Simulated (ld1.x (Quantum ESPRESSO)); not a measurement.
## S, TM: configuration errors across variants

```json
{
 "Element": "sulfur",
 "Generator": "ld1.x (Quantum ESPRESSO) 7.5",
 "Type": "norm-conserving Troullier–Martins (Kleinman–Bylander form)",
 "Functional": "BLYP",
 "Relativity": "fully relativistic",
 "Frozen core": "[Ne]",
 "Valence charge": "6",
 "Reference configuration": "3s2 3p4",
 "Partial waves": "3s (bound): rc 1.30 bohr; 3d channel at 0.5 Ry: rc 1.20 bohr; 3p (bound): rc 1.55 bohr",
 "Local potential": "the p channel",
 "Core correction": "a·sin(br)/r model core, default radius (core density twice the valence density)"
}
```

Open shells are filled in proportion to 2j + 1 (rel_dist='average').

All-electron excitation energies from the reference (eV): (1) 3s2 3p3 11.619; (2) 3s2 3p2 33.757; (3) 3s2 3p1 67.684; (4) 3s0 3p6 20.759; (5) 3s2 3p0 114.446; (6) 3s2 3p3.5 4.586; (7) 3s1 3p5 10.316.

The default core radius of the base comes out at 0.87 bohr.

2 further variants failed, have other tests or another functional or relativity, and are left out.

Errors AE − PS in meV (a dash: test not solved or not reliable):

```csv
change,(1),(2),(3),(4),(5),(6),(7),bound ghosts
base,+3.4,+23,+78,-1.8,+196,+0.6,-0.5,none
wave 3d channel at 0.5 Ry: rc 1.20 bohr becomes 3d channel at 0.5 Ry: rc 1.10 bohr,+3.4,+23,+78,-1.8,+196,+0.6,-0.5,none
core correction a·sin(br)/r model core inside 0.72 bohr,+3.4,+22,+74,-2.4,+182,+0.6,-0.7,none
"all radii but the core radius scaled by about 1.35 (s 1.76, p 2.10, d 1.62 bohr)",+4.8,+29,+88,-16,+199,+1.0,-3.9,none
wave 3p (bound): rc 1.55 bohr becomes 3p (bound): rc 1.68 bohr,+3.4,+23,+77,-1.5,+195,+0.6,-0.4,none
wave 3d channel at 0.5 Ry: rc 1.20 bohr becomes 3d channel at -0.09 Ry: rc 1.20 bohr,+3.4,+23,+78,-1.8,+196,+0.6,-0.5,none
```

Give the same row for: wave 3s (bound): rc 1.30 bohr becomes 3s (bound): rc 1.72 bohr.

+4.1, +28, +97, -22, +249, +0.8, -5.4; bound ghosts: none.
